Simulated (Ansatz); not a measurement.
Isolated molecules relaxed with PBE0-D4/def2-TZVP in Ansatz; ΔE leaves out vibrations. CCSD(T)/CBS is the MP2 limit (def2-TZVPP, def2-QZVPP) plus CCSD(T) − MP2 in def2-TZVPP, frozen cores. This one scheme is used for every species. DFT in def2-TZVPP. B3LYP here is the variant with VWN-RPA as its local correlation; programs differ in this. For Br outer-core shells are correlated without core-valence functions, which leaves a few kJ/mol of doubt a bond. Scalar relativity is left out up to krypton. Each species was taken in one conformer, which may not be the lowest.

Reaction (ligand exchange at the Si–Br bond): `O[Si](F)(F)Br` + `N[SiH](O)F` → `O[SiH](F)N[Si](O)(F)F` + HBr

```tsv
level	ΔE (kJ/mol)
PBE0-D4	6.0
B3LYP-D4	0.0
PBE	13.3
r2SCAN	5.9
PBE0	10.4
B3LYP	7.0
CCSD/def2-TZVPP	-1.8
MP2/def2-QZVPP	7.5
```

Problem. What does CCSD(T)/CBS give? (An estimate is asked.)

Solution. The calculation gave: +4.2 kJ/mol. The listed levels differ from it by 1.8, -4.2, 9.1, 1.7, 6.2, 2.8, -6.0, 3.3 kJ/mol.

Largest T1 diagnostic among the species: 0.012.

The D4 term adds −7.0 kJ/mol with B3LYP and −4.3 kJ/mol with PBE0; it sums over pairs of atoms, weighted by their polarisabilities, and B3LYP, whose exchange is more repulsive, gets the larger term.

CCSD(T)/CBS has its own doubt, a few kJ/mol and more with outer-core shells, so smaller differences from it don't rank the levels.
